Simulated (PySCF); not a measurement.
Delta-SCF ions had no search for a lower state. Excitations are Tamm–Dancoff values on a coarser integration grid. The basis has no diffuse functions, so Rydberg states are missing or too high.

**C₄H₅BOS, SMILES `Bc1c(cco1)S` (charge 0, multiplicity 1)**

These are PBE0-D3(BJ)/def2-TZVP // PBE0-D3(BJ)/def2-SVP (PySCF) values and carry that method's errors.

```json
{
 "HOMO": "-6.72 eV",
 "dipole_moment": "1.88 D",
 "HOMO–LUMO gap": "4.70 eV",
 "LUMO": "-2.02 eV",
 "S1 excitation (TDA)": "4.21 eV",
 "S1 oscillator strength": "0.190",
 "brightest of the four lowest singlets (TDA)": "5.16 eV",
 "T1 excitation (TDA)": "2.72 eV",
 "S1–T1 gap (TDA)": "1.50 eV",
 "vertical ionisation energy (Delta-SCF)": "8.57 eV",
 "total_energy": "-653.3407 Ha",
 "cost": "about 7 core-minutes (a rough figure)"
}
```

```xyz
12

B     -1.6332    -1.2188     0.0294
C     -0.3018    -0.5218     0.0140
O      0.8684    -1.2602     0.0394
C      1.8941    -0.4275     0.0188
C      1.4894     0.8813    -0.0204
C      0.0707     0.8278    -0.0236
S     -0.9403     2.2411    -0.0674
H     -1.6984    -2.4222     0.0637
H     -2.6477    -0.5588     0.0069
H      2.8869    -0.8746     0.0351
H      2.1238     1.7642    -0.0438
H     -2.1119     1.5694    -0.0522
```
